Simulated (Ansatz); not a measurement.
A single point on CH5GeNO, SMILES `[NH2][GeH]1[CH2][O]1`.

```yaml
crystal:
  periodic: [false, false, false]
  atoms:
    - {symbol: N, position_ang: [-0.708125, 1.410800, -0.806782]}
    - {symbol: Ge, position_ang: [0.538135, 0.187302, -0.316449]}
    - {symbol: C, position_ang: [0.285838, -0.987514, 1.135597]}
    - {symbol: O, position_ang: [0.010945, -1.559188, -0.160102]}
    - {symbol: H, position_ang: [-0.793664, 1.562015, -1.801798]}
    - {symbol: H, position_ang: [-1.623719, 1.269560, -0.404695]}
    - {symbol: H, position_ang: [1.831414, 0.368178, -1.099272]}
    - {symbol: H, position_ang: [-0.589003, -0.872350, 1.777843]}
    - {symbol: H, position_ang: [1.136679, -1.425103, 1.658558]}
basis:
  gaussian: {orbitals: def2-QZVPP}
correlation: {method: mp2}
```

```sh
$ ansatz run in.yaml --threads 4 --pin off --events-out ev --progress --plain --max-ram 10444MiB
```

Output, abridged:

```
Functional definition: HF
2543 factors; integrals over basis functions are off by at most 1.1e-3 eV
mean field evaluation 1: about -61099.1366 eV, gradient 4.9e1 eV
mean field evaluation 2: about -61099.2600 eV, gradient 4.9e1 eV
mean field evaluation 4: about -61104.2238 eV, gradient 5.1e0 eV
mean field evaluation 8: about -61104.2986 eV, gradient 4.0e-1 eV
mean field -61104.29923422 eV, -2245.5415788760 hartree, gradient 2.1e-6 eV, S^2 0.000000; 0 other end points of the search recorded, 0 dependent functions left out
12 core orbitals not correlated: weight in the atoms' cores, before any rotation towards them, 1.000 or more for the frozen orbitals, at most 0.000 for the correlated occupied ones
reference -61104.29923422 eV, -2245.5415788760 hartree; 17, 17 occupied and 381, 381 virtual orbitals, 2543 factors
second order -32.31962444 eV of doubles, -0.00000000 eV of singles
Total energy: -61136.61885866 eV, -2246.7293031671 hartree
```

It took 17 s on 4 threads of an Arm Neoverse V1 on a shared host, with 2.1 GiB of host memory at the peak.
